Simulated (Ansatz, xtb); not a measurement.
**CH2ClGe: where a starting geometry ends**

The starting geometry of this gas-phase doublet has its atoms placed at random.

```yaml
atoms:
  - { symbol: C, position_ang: [0.2927, -1.4760, 1.0786] }
  - { symbol: Cl, position_ang: [-0.1574, 1.7791, -0.6848] }
  - { symbol: Ge, position_ang: [0.2398, -0.0833, 0.1082] }
  - { symbol: H, position_ang: [-0.9947, 0.1898, -0.2624] }
  - { symbol: H, position_ang: [1.0236, 0.6672, -1.6149] }
```

One run relaxed it with r2SCAN-D4/def2-SVP. What is a likely outcome?

It ends as a structure given below by its coordinates. Distances that change by over a tenth: C1–Ge3 (1.70 → 1.96 Å), Ge3–H4 (1.32 → 1.54 Å). Contacts that close: Ge3–H5 (2.04 → 1.54 Å).

The energy falls by 5.89 eV over 12 steps:

| step | E − E(last) (eV) |
| --- | --- |
| 1 | 5.888 |
| 2 | 3.777 |
| 3 | 2.216 |
| 5 | 0.679 |
| 6 | 0.292 |
| 7 | 0.087 |
| 8 | 0.020 |
| 10 | 0.000 |
| 11 | 0.000 |
| 12 | 0.000 |

Final geometry (Å):

```yaml
atoms:
  - { symbol: C, position_ang: [0.6478, -0.8835, 1.2067] }
  - { symbol: Cl, position_ang: [0.0365, 2.2610, 0.0167] }
  - { symbol: Ge, position_ang: [0.0598, 0.1231, -0.3671] }
  - { symbol: H, position_ang: [-1.3788, -0.2985, -0.7082] }
  - { symbol: H, position_ang: [1.0387, -0.1252, -1.5232] }
```

From the same start GFN2-xTB ends elsewhere, differing in C1–H4 (1.10 against 2.85 Å here), Ge3–H4 (2.48 against 1.54 Å here).

From so rough a start the end depends on the optimiser's path, so another program may land elsewhere. The end wasn't checked by frequencies. Open shells are spin-unrestricted. Run with Ansatz 0.2.0, 4.4 min on 1 thread of Arm Neoverse V1, on a shared host.
